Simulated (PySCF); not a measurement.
**Radial density of Zn³⁺ (zinc, charge +3)**

BP86, [Ar] 3d9, 2D determinant. Calculation: PySCF 2.14, in jorge-DZP-DKH (8s6p2d1f, 43 functions); the spin-free X2C one-electron Hamiltonian (Gaussian nucleus).

```csv
r (bohr),4πr²ρ (e/bohr),4πr²(ρα − ρβ)
0.000741,0.2028,0.0000
0.00125,0.5255,0.0000
0.00210,1.273,0.0000
0.00353,3.027,0.0000
0.00593,6.879,-0.0001
0.00998,14.32,-0.0002
0.0168,25.60,-0.0004
0.0282,35.53,-0.0007
0.0475,34.27,-0.0010
0.0799,29.27,0.0014
0.134,40.17,0.0496
0.226,33.10,0.3121
0.380,19.37,0.9478
0.639,23.83,1.2030
1.08,8.628,0.5529
1.81,0.8575,0.0655
3.04,0.02239,0.0018
5.12,1.956e-05,0.0000
```

Densities and radii are taken from the X2C orbitals without a picture-change correction, which distorts them close to the nucleus.
